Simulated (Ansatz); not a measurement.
Stepwise reaction of `O[SiH](O)[SiH3]` with hydrogen chloride, as a gas-phase model of exchange steps in deposition or etching. ΔE in kJ/mol.

Calculated with Ansatz (gas phase, PBE0-D4/def2-TZVP geometries, no zero-point term in ΔE). CBS: MP2 limit from def2 TZ/QZ plus the TZ coupled-cluster correction, frozen cores. This one scheme is used for every species. Functionals use def2-TZVPP. B3LYP here is the variant with VWN-RPA as its local correlation; programs differ in this. Each species was taken in one conformer, which may not be the lowest.

```tsv
step	reaction	PBE-D4	B3LYP-D4	ωB97M-V	CCSD(T)/CBS
2	`O[SiH](O)[SiH2]Cl` + HCl → `O[Si](O)(Cl)[SiH2]Cl` + H₂	-103.4	-102.4	-103.5	-101.0
3	`O[Si](O)(Cl)[SiH2]Cl` + HCl → `O[Si](O)(Cl)[SiH](Cl)Cl` + H₂	-79.8	-78.7	-78.4	-77.1
```

**Question.** Give the row of step 1, `O[SiH](O)[SiH3]` + HCl → `O[SiH](O)[SiH2]Cl` + H₂. (An estimate is asked.)

**Answer.** The calculation gave: 
```tsv
step	reaction	PBE-D4	B3LYP-D4	ωB97M-V	CCSD(T)/CBS
1	`O[SiH](O)[SiH3]` + HCl → `O[SiH](O)[SiH2]Cl` + H₂	-66.8	-68.7	-68.5	-69.0
```

**Question.** By hand: ΔE of the 3 steps together at CCSD(T)/CBS.

**Answer.** (-69.0) + (-101.0) + (-77.1) = -247.1 kJ/mol, or -82.4 kJ/mol a step.

In ΔE step 2 is the lowest and step 1 the highest. All are downhill at CCSD(T)/CBS. PBE-D4 differs from CCSD(T)/CBS by -2.7 to 2.2 kJ/mol a step. Isolated molecules leave out the surface, adducts and barriers. Largest T1 diagnostic: 0.013.
